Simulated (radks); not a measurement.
Q: The magnesium ion Mg10+, [He]. All-electron calculation, non-relativistic Kohn-Sham, PBE, spin-polarised, spherical densities, point nucleus. Program: a radial shooting solver on a logarithmic mesh with Libxc functionals. Every spin shell is full or empty, so the densities are truly spherical. Functionals are evaluated on that one density, not self-consistently. Rank these orbital-free kinetic functionals by their error against the exact value of the orbitals, and give that value: Thomas-Fermi, von Weizsacker, TF + vW, TF + vW/9, TF + vW/5, LC94, APBEK, revAPBEK, Perdew 92, Thakkar, Pearson, LKT, PG1, DePristo-Kress, Ernzerhof.

A: Exact: 136.468 hartree. From best to worst, with 100 (|E| - |E exact|)/|E exact| (equal figures are ties): von Weizsacker 0.00, APBEK +1.91, LC94 +2.06, Thakkar +2.26, Pearson -2.51, TF + vW/9 +2.54, Perdew 92 +2.57, DePristo-Kress +2.69, revAPBEK +2.80, Ernzerhof +6.41, Thomas-Fermi -8.57, TF + vW/5 +11.43, PG1 +54.95, LKT +62.31, TF + vW +91.43.
